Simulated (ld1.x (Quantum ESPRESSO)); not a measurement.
Cd: one change to a TM potential, before and after

* Element: cadmium (Cd)
* Generator: ld1.x (Quantum ESPRESSO) 7.5
* Type: norm-conserving Troullier–Martins (Kleinman–Bylander form)
* Functional: PBEsol
* Relativity: scalar-relativistic
* Frozen core: [Ar] 3d10
* Valence charge: 20
* Reference configuration: 4s2 4p6 4d9 5s0 5p0 (charge +3)
* Partial waves: 4s (bound): rc 1.20 bohr; 4d (bound): rc 1.55 bohr; 4p (bound): rc 1.25 bohr
* Local potential: the p channel
* Core correction: none

All-electron outer shells of the reference configuration (PBEsol, scalar-relativistic, ld1.x):

| shell | level (eV) | outermost node (bohr) | outermost maximum (bohr) |
| --- | --- | --- | --- |
| 3d | -429.68 | – | 0.27 |
| 4s | -141.31 | 0.43 | 0.79 |
| 4p | -102.18 | 0.43 | 0.84 |
| 4d | -45.81 | 0.41 | 0.97 |
| 5s | -32.14 | 1.05 | 2.02 |
| 5p | -24.01 | 1.16 | 2.38 |

Change: local potential all-electron potential smoothed inside 1.35 bohr (lloc = -1).

Cutoffs: the cutoffs (Ry, on a coarse ladder) from which the occupation-weighted sum of valence levels, in a spherical-Bessel basis at the reference potential, stays within 10 and 1 mRy of its value at 400 Ry; they do not see the model core or the augmentation charge, which bear on the density cutoff. Errors are all-electron minus pseudo energies relative to the spin-unpolarised reference configuration.

Predict the effect on cutoff, ghosts and configuration errors.

The potential gets neither clearly harder nor softer (120 Ry and 180 Ry → 120 Ry and 180 Ry); of the 7 tests that both files solve, the error grows in 1 and shrinks in 6 by more than 15 % and 0.3 meV (median size 151.0 → 111.1 meV); the range in which the s phases agree widens (upper end -2.9 → -1.8); neither file shows a bound ghost.

| quantity | base | changed |
| --- | --- | --- |
| cutoff, loose | 120 Ry | 120 Ry |
| cutoff, tight | 180 Ry | 180 Ry |
| bound ghosts | none | none |
| error for 4s2 4p6 4d10 5s2 5p0, meV [ΔE -64.40 eV] | +661 | -242 |
| error for 4s2 4p6 4d10 5s1 5p0, meV [ΔE -55.09 eV] | +426 | -151 |
| error for 4s2 4p6 4d10 5s0 5p0, meV [ΔE -38.00 eV] | +13 | +4.8 |
| error for 4s2 4p6 4d10 5s1 5p1, meV [ΔE -59.67 eV] | +425 | -178 |
| error for 4s2 4p6 4d10 5s0 5p2, meV [ΔE -54.64 eV] | +151 | -111 |
| error for 4s2 4p6 4d8 5s0 5p0, meV [ΔE 54.04 eV] | +5.2 | -6.4 |
| error for 4s2 4p6 4d10 5s0 5p1, meV [ΔE -49.25 eV] | +116 | -81 |
| s: phases at 1.71 bohr within 0.05 rad from the reference energy up to (Ry; the scan ends near 5) | -2.9 | -1.8 |
| p: phases at 1.71 bohr within 0.05 rad from the reference energy up to (Ry; the scan ends near 5) | -0.9 | -0.6 |
| d: phases at 1.71 bohr within 0.05 rad from the reference energy up to (Ry; the scan ends near 5) | 3.1 | 3.8 |
